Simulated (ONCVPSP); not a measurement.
**u(r) = r·R(r): atom against pseudo-atom (lithium)**

Columns: radius, all-electron u(r) and pseudo u(r) of the 2s shell (level -2.89 eV) of lithium in the configuration [He] 2s1; PW91, scalar-relativistic, ONCV scheme, ONCVPSP 4.0.1.

```csv
r (bohr),all-electron,pseudo
0.168,-0.1624,0.0269
0.335,-0.1855,0.0543
0.503,-0.1446,0.0832
0.670,-0.0762,0.1137
0.838,0.0024,0.1467
1.005,0.0806,0.1818
1.172,0.1543,0.2190
1.340,0.2215,0.2575
1.508,0.2808,0.2964
1.675,0.3316,0.3343
1.842,0.3756,0.3707
2.010,0.4136,0.4049
2.178,0.4453,0.4359
2.345,0.4706,0.4628
2.512,0.4900,0.4848
2.680,0.5041,0.5014
2.848,0.5134,0.5123
3.015,0.5181,0.5179
3.182,0.5190,0.5190
3.350,0.5163,0.5163
3.518,0.5106,0.5106
3.685,0.5022,0.5022
3.852,0.4915,0.4915
4.020,0.4789,0.4789
4.188,0.4647,0.4647
4.355,0.4493,0.4493
```

Question: How many radial nodes do the two functions have?

Answer: The all-electron 2s function has n − l − 1 = 1; the pseudo-wave has 0, since the states of the same l below it are removed with the core.

Question: At about which radius was the pseudo-wave matched?

Answer: 3.35 bohr. The columns agree to 0.0005 from 3.02 bohr on; several derivatives are matched, so the curves merge somewhat inside the radius.

Question: Is the pseudo-wave norm-conserving?

Answer: Yes: the ONCV scheme keeps the norm inside the radius equal to the all-electron one, which fixes the energy derivative of the logarithmic derivative at the level.
